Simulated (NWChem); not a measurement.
Atomisation of CH5BF2O

```
O
H 1 0.9664
C 1 1.4300 2 111.11
H 3 1.0955 1 105.85 2 -178.67
H 3 1.0983 4 109.92 1 118.05
H 3 1.0991 4 109.46 5 122.42
B 1 1.7141 2 107.82 3 -128.18
F 7 1.3554 1 101.41 2 -173.93
F 7 1.3642 8 113.96 1 108.90
H 7 1.2174 8 118.28 9 142.66
```
Charge 0, spin multiplicity 1.

Everything below was run with NWChem. All single points use one geometry, from PBE0/def2-SVP, a minimum by its harmonic frequencies.

Basis set: def2-TZVP. The atomisation energy is electronic alone: no zero-point, thermal, spin-orbit or counterpoise terms. No value is extrapolated to the basis-set limit. Free atoms are single determinants with multiplicities B 2, H 2, F 2, C 3, O 3. Correlated methods freeze the same cores in atoms and molecule, 5 orbitals in all.

```tsv
method	atomisation energy (kcal/mol)	relative cost
PBE	944.9	under 3
TPSS	930.8	under 3
HF	690.7	under 3
M06-2X	937.0	under 3
PBE0	924.8	under 3
r2SCAN	933.2	under 3
MP2	925.0	under 3
LDA (SVWN5)	1074.4	1
B3LYP	923.8	under 3
```

The values span 383.7 kcal/mol, from HF (lowest) to LDA (SVWN5) (highest). Costs are rough ratios of processor time within this set of runs, SCF included, with LDA (SVWN5) as 1. Costs are the molecule's.

B3LYP has NWChem's definition, with VWN1-RPA local correlation. The structure started from a generated list of species. The stability of the SCF solutions was not checked. Open-shell Hartree-Fock references start from PBE0 orbitals; any time given for them includes that run.
